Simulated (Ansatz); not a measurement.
Job for Ansatz (a first-principles code): U-wB97X-V/def2-TZVPP on PH-, 2S+1 = 2, a spin state set in the input, which need not be the lowest, a point of a bond scan (R = 1.449 Å). Charge -1.

Ansatz 0.2 input:
```yaml
crystal:
  periodic: [false, false, false]
  atoms:
    - {symbol: H, position_ang: [0.00000000, 0.00000000, 0.00000000]}
    - {symbol: P, position_ang: [0.00000000, 0.00000000, 1.44904900]}
basis:
  gaussian:
    orbitals: def2-TZVPP
    pivot_positions_ang: [[0.00000000, 0.00000000, 0.00000000], [0.00000000, 0.00000000, 1.44904900]]
hamiltonian:
  xc: {name: wB97X-V}
total_charge: -1
magnetization: {spin_polarized: true, initial_magnetization: 1}
output: {forces: true, orbitals: {seedname: ./end}}
```

The head of its log:

```
WARN ansatz: RAYON_NUM_THREADS=1 ignored (pool sized by the plan → 1); use --threads N
Functional definition: wB97X-V
integrals: 0.01 GiB planned
351 factors; their error is unknown
integrals: 0.04 GiB planned
84 factors; integrals over basis functions are off by at most 3.7e-5 eV
mean field: 0.18 GiB planned
mean field evaluation 1: about -9301.8588 eV, gradient 7.5e0 eV
mean field evaluation 2: about -9302.1753 eV, gradient 3.8e0 eV
```

### Question
Give the final energy of this run.

### Answer
-341.8503 hartree.
